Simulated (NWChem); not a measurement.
Species: CHOS cation; SMILES [OH+]=C=S

```xyz
4

O     -0.1183     1.6407     0.0000
C      0.0035     0.4198     0.0000
S      0.0224    -1.0742     0.0000
H      0.6846     2.2048     0.0000
```
Atoms are numbered in this order, from 1.

Results from NWChem. Pople sets run with spherical d functions. The geometry was optimised at PBE0-D3(BJ)/def2-TZVP. Atomic charges in e: unrestrained fits to the electrostatic potential beside Mulliken populations; the two definitions need not agree.

For level B3LYP/def2-SVP:

```
Property     Result
-----------  ------
Mulliken O1    0.04
Mulliken C2    0.23
```

**Question.** What are these values for level Hartree-Fock/6-31G*?

**Answer.** The Mulliken O1 is -0.55. The Mulliken C2 comes out as 0.44.
